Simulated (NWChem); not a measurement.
# BeSiH$_{3}$F; SMILES [F][Be][SiH3]

Computed with NWChem. Pople sets run with spherical d functions. Structure relaxed at the PBE0/def2-SVP level. Vertical excitations in the gas phase; the lowest state need not have the same character in each row.

```csv
level,"lowest excitation, singlet (eV)",oscillator strength of that lowest state,lowest triplet (eV),orbital gap (eV)
"PBE/6-31+G*, TDA",6.40,0.111,4.94,5.70
"B3LYP/6-31+G*, TDA",6.62,0.133,5.18,7.21
"CAM-B3LYP/6-31+G*, TDA",6.78,0.145,5.28,9.78
"LRC-wPBEh/6-31+G*, TDA",6.77,0.145,…,…
```

Problem. What belongs in the gaps?

Solution. 
- LRC-wPBEh/6-31+G*, TDA, lowest triplet (eV): 5.14
- LRC-wPBEh/6-31+G*, TDA, orbital gap (eV): 10.88
